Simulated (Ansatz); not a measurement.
Frontier orbitals of C$_{3}$H$_{11}$GeN (`[CH3][Ge]([CH3])([CH3])[NH2]`).

```xyz
16

C     0.071   -1.730   -0.761
Ge    0.064    0.028    0.110
C    -1.750    0.494    0.656
C     0.832    1.366   -1.085
N     1.088    0.076    1.652
H    -0.331   -2.492   -0.090
H    -0.540   -1.715   -1.667
H     1.087   -2.017   -1.038
H    -1.756    1.469    1.144
H    -2.416    0.529   -0.208
H    -2.143   -0.246    1.357
H     0.840    2.342   -0.598
H     0.252    1.438   -2.007
H     1.858    1.103   -1.349
H     0.770   -0.547    2.382
H     2.073   -0.100    1.503
```

The species carries charge 0 and has multiplicity 1. Correlated methods include outer-core shells of Ge, which these sets cover unevenly. Scalar relativity is left out up to krypton. All single points use the PBE0-D4/def2-TZVP geometry. It is one conformer, not always the lowest. Basis def2-TZVPP, the Gaussian-basis code of Ansatz.

Orbital energies of one run (eV). Highest occupied ones, from the top: -6.24, -7.70, -7.85, -9.04, -10.18, -10.35, -10.38, -10.71, -10.77, -11.01, -12.30, -12.92, -18.29, -18.32. Empty: 0.91, 1.79, 2.21, 2.38, 2.88, 2.96.

Task: Which functional gave them?
A. PBE0
B. ωB97M-V
C. r2SCANh
D. CAM-B3LYP

Result: C. HOMO energies: r2SCANh -6.24, PBE0 -6.83, CAM-B3LYP -8.25, ωB97M-V -9.18 eV.
